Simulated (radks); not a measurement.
The numbers below are computed, except where a source is named.
How relativity changes the ionisation of the aluminium ion Al+ ([Ne] 3s2) to Al2+ ([Ne] 3s1). Spin-unpolarised spherical Kohn-Sham, PBE, point nucleus unless stated (finite: rms radius 3.061 fm), a radial shooting solver on a logarithmic mesh with Libxc functionals. A level marked "c x" has the speed of light scaled by that factor.

non-rel.: E(Al+) (hartree) -242.01288; E(Al2+) (hartree) -241.30759; IE (eV) 19.192; HOMO 3s; <r> HOMO (bohr) 2.381
scalar-rel.: E(Al+) (hartree) -242.47297; E(Al2+) (hartree) -241.76644; IE (eV) 19.225; HOMO 3s; <r> HOMO (bohr) 2.377
scalar-rel., finite nucleus: E(Al+) (hartree) -242.47283; E(Al2+) (hartree) -241.76631; IE (eV) 19.225; HOMO 3s; <r> HOMO (bohr) 2.377
Dirac: E(Al+) (hartree) -242.47319; E(Al2+) (hartree) -241.76667; IE (eV) 19.225; HOMO 3s1/2; <r> HOMO (bohr) 2.377
Dirac, finite nucleus: E(Al+) (hartree) -242.47305; E(Al2+) (hartree) -241.76653; IE (eV) 19.225; HOMO 3s1/2; <r> HOMO (bohr) 2.377
Dirac, c x 0.75: E(Al+) (hartree) -242.83407; E(Al2+) (hartree) -242.12658; IE (eV) 19.252; HOMO 3s1/2; <r> HOMO (bohr) 2.373
Dirac, c x 0.85: E(Al+) (hartree) -242.65108; E(Al2+) (hartree) -241.94409; IE (eV) 19.238; HOMO 3s1/2; <r> HOMO (bohr) 2.375
Dirac, c x 1.25: E(Al+) (hartree) -242.30700; E(Al2+) (hartree) -241.60093; IE (eV) 19.213; HOMO 3s1/2; <r> HOMO (bohr) 2.378

NIST Atomic Spectra Database: 18.829 eV (measured). The relativistic part of the total energy of Al+ is -0.4602 hartree (Dirac, finite nucleus), 0.19 % of the non-relativistic value. Spin polarisation and multiplet splitting of open shells are left out at every level.

Beside tabulated values, note that spin-unpolarised runs miss the spin-polarisation part of the exchange energy of open shells.
